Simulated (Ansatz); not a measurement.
`[SiH3]CSCS` and `[SiH3]CS` differ in one atom or group.

Ansatz, PBE0-D4/def2-TZVP geometries, multiplicity 1. Each molecule was computed in one conformer, which needn't be the lowest.

| property | `[SiH3]CSCS` |
| --- | --- |
| size of the dipole moment (ωB97M-V/def2-TZVPP) / D | 1.77 |
| HOMO–LUMO gap (ωB97M-V/def2-TZVPP) / eV | 10.53 |
| LUMO energy (B3LYP/def2-TZVPP) / eV | -0.10 |
| LUMO energy (ωB97M-V/def2-TZVPP) / eV | 1.83 |
| HOMO energy (PBE0/def2-TZVPP) / eV | -6.50 |
| HOMO energy (PBE/def2-TZVPP) / eV | -5.31 |

Give the same properties after the change, and the shifts. (Best estimate.)

Computed: 
```json
{"property": "size of the dipole moment (ωB97M-V/def2-TZVPP) / D", "`[SiH3]CS`": "1.10", "shift": "-0.67"}
{"property": "HOMO–LUMO gap (ωB97M-V/def2-TZVPP) / eV", "`[SiH3]CS`": "10.76", "shift": "0.23"}
{"property": "LUMO energy (B3LYP/def2-TZVPP) / eV", "`[SiH3]CS`": "-0.23", "shift": "-0.13"}
{"property": "LUMO energy (ωB97M-V/def2-TZVPP) / eV", "`[SiH3]CS`": "1.70", "shift": "-0.13"}
{"property": "HOMO energy (PBE0/def2-TZVPP) / eV", "`[SiH3]CS`": "-6.84", "shift": "-0.34"}
{"property": "HOMO energy (PBE/def2-TZVPP) / eV", "`[SiH3]CS`": "-5.62", "shift": "-0.31"}
```

With PBE0 the HOMO falls by 0.34 eV and the LUMO falls by 0.15 eV, so the gap widens by about 0.19 eV. PBE moves the HOMO by -0.31 eV and ωB97M-V by -0.36 eV. The zero-point energy changes by -77.3 kJ/mol with -12 modes. Dipoles are sizes alone; their direction can turn.

B3LYP here is the variant with VWN-RPA as its local correlation; programs differ in this.
